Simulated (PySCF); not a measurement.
`C[O][Ge@H]([CH2]F)[CH](F)F`, C$_{3}$H$_{7}$F$_{3}$GeO

Cartesian coordinates in Å; atom numbers follow the order of the lines, from 1:
```xyz
15

C     2.398    0.005   -0.140
O     1.162   -0.690   -0.066
Ge   -0.420   -0.076   -0.527
C    -0.877    1.569    0.540
F    -0.099    2.605    0.071
C    -1.558   -1.642    0.036
F    -2.172   -1.333    1.210
F    -2.551   -1.842   -0.868
H     3.127   -0.594    0.407
H     2.334    0.996    0.311
H     2.724    0.110   -1.176
H    -0.480    0.181   -2.025
H    -1.919    1.874    0.430
H    -0.643    1.437    1.600
H    -1.030   -2.592    0.176
```

Level of theory: GIAO PBE/pcSseg-1 magnetisability, rotational g tensor and spin-rotation constants, non-relativistic, gas phase (PySCF). Geometry: GFN2-xTB.

The calculation is non-relativistic, which matters for the atoms heavier than Zn.

Q: Give the nuclear spin-rotation constants along the inertial axes (H = +C I·J) beside the isotropic shieldings.

A: Rotational constants 1.9312, 0.9836, 0.7865 GHz. A star marks the isotopologue with that one atom substituted, in its own axes.
```csv
atom,isotope,Caa (kHz),Cbb (kHz),Ccc (kHz),mean (kHz),σ (ppm)
F5,19F,0.698,-0.086,-0.025,0.196,457.7
F7,19F,1.744,1.267,0.671,1.228,294.3
F8,19F,2.349,0.933,0.723,1.335,292.0
H9,1H,-0.215,-0.005,-0.021,-0.081,27.4
H10,1H,-0.114,0.002,-0.070,-0.060,27.5
H11,1H,-0.192,-0.080,0.026,-0.082,27.6
H12,1H,-0.154,-0.089,0.037,-0.069,25.8
H13,1H,-0.141,0.036,-0.070,-0.058,26.0
H14,1H,-0.222,-0.089,0.065,-0.082,25.8
H15,1H,-0.152,0.061,-0.072,-0.054,25.0
C1,13C*,0.276,0.239,0.194,0.236,122.0
O2,17O*,-0.207,-0.055,-0.035,-0.099,312.0
Ge3,73Ge*,-0.640,-0.297,-0.246,-0.394,1275.8
C4,13C*,0.348,0.293,0.230,0.290,92.1
C6,13C*,0.618,0.334,0.251,0.401,45.5
```
For the geometry as given, no vibrational averaging.

Q: How do the rotational constants and the g tensor change when H9, H10, H11, H12, H13, H14, H15 are replaced by deuterium?

A: Constants 1.7267, 0.9220, 0.7308 GHz; g -0.0139, -0.0158, -0.0123, against -0.0155, -0.0169, -0.0132 before.
